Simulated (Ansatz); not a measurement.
`OCO[SiH2]F`, relaxed with RKS PBE0-D4/def2-TZVP in the Gaussian-basis code of Ansatz from a PBE-D4/def2-SVP geometry. The force threshold is 0.005 eV/Å; the program also tests the step.

Charge 0, multiplicity 1.

Start:

```xyz
10

O    -0.602   -0.544   -1.496
C    -0.400   -1.182   -0.269
O     0.485   -0.474    0.587
Si    0.459    1.190    0.763
F    -1.035    1.684    1.214
H     0.233   -0.596   -2.000
H    -1.404   -1.259    0.203
H     0.032   -2.204   -0.379
H     1.422    1.461    1.873
H     0.810    1.924   -0.495
```

```
step  energy (eV)  largest force (eV/Å)  largest move (Å)
   1  -15801.8560                 1.225             0.000
   2  -15801.9199                 0.729             0.029
   3  -15801.9408                 0.073             0.026
   4  -15801.9414                 0.054             0.010
   5  -15801.9422                 0.015             0.032
   6  -15801.9423                 0.010             0.010
   7  -15801.9424                 0.012             0.015
   8  -15801.9425                 0.014             0.016
   9  -15801.9425                 0.013             0.016
  10  -15801.9426                 0.009             0.004
  11  -15801.9426                 0.004             0.005
```

End:

```xyz
10

O    -0.557   -0.589   -1.536
C    -0.402   -1.156   -0.277
O     0.482   -0.431    0.541
Si    0.449    1.185    0.779
F    -0.996    1.635    1.286
H     0.261   -0.698   -2.030
H    -1.398   -1.171    0.171
H    -0.002   -2.174   -0.331
H     1.430    1.446    1.850
H     0.732    1.954   -0.452
```

Hardware: 4 threads of an Arm Neoverse V1 on a shared host. Wall time 30 s, peak host memory 0.45 GiB.
